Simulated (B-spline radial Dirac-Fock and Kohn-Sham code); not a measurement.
# Two-hole binding energies of Te⁶⁺

System: Te⁶⁺, configuration [Kr] 4d10, inside a Watson sphere of charge -6 and radius 1.6 Å (a model of the Madelung potential; inside it an electron's potential energy is raised by 54.0 eV).

Input of the calculation (task.json; shells as n, l, electrons):

```json
{"items": [{
  "Z": 52,
  "q": 6,
  "cfg": [[1, 0, 2], [2, 0, 2], [2, 1, 6], [3, 0, 2], [3, 1, 6], [3, 2, 10], [4, 0, 2], [4, 1, 6], [4, 2, 10]],
  "A": 130,
  "rrms": 4.7423,
  "watson": [-6, 1.6],
  "do": ["binding", "quiet", "double"]
}]}
```

Run with: `python xray_run.py task.json out`

Method: relaxed Dirac-Fock hole states (ΔSCF) with Breit and QED corrections and a finite nucleus. Computed with a radial atomic solver. U is the two-hole binding energy less the two single-hole energies, the effective repulsion of the holes after relaxation. Each two-hole energy is an average over J within one jj subconfiguration.

| holes | E(a) (eV) | E(b) (eV) | E(ab) (eV) | U (eV) |
| --- | --- | --- | --- | --- |
| 1s⁻¹ 2p1/2⁻¹ | 31847.2 | 4646.9 | 36739.3 | 245.3 |
| 1s⁻¹ 3d5/2⁻¹ | 31847.2 | 605.2 | 32519.1 | 66.7 |
| 2s⁻² | 4979.2 | 4979.2 | 10101.7 | 143.4 |
| 2s⁻¹ 2p1/2⁻¹ | 4979.2 | 4646.9 | 9760.6 | 134.6 |
| 2p3/2⁻² | 4375.9 | 4375.9 | 8910.5 | 158.7 |
| 2s⁻¹ 3p1/2⁻¹ | 4979.2 | 905.8 | 5949.7 | 64.7 |
| 2s⁻¹ 3d5/2⁻¹ | 4979.2 | 605.2 | 5651.3 | 67.0 |
| 2p1/2⁻¹ 3p3/2⁻¹ | 4646.9 | 854.2 | 5565.9 | 64.9 |
| 2p1/2⁻¹ 3d3/2⁻¹ | 4646.9 | 615.6 | 5328.7 | 66.3 |
| 2p1/2⁻¹ 3d5/2⁻¹ | 4646.9 | 605.2 | 5320.5 | 68.5 |
| 2p3/2⁻¹ 3d3/2⁻¹ | 4375.9 | 615.6 | ? | ? |
| 3p1/2⁻¹ 3p3/2⁻¹ | 905.8 | 854.2 | 1809.1 | 49.1 |
| 3d5/2⁻² | 605.2 | 605.2 | 1264.8 | 54.4 |
| 4d3/2⁻¹ 4d5/2⁻¹ | 70.24 | 68.74 | 161.5 | 22.5 |

**Question.** Give the missing two-hole energy and U.

**Answer.** E(ab) = 5060.6 eV and U = 69.1 eV.
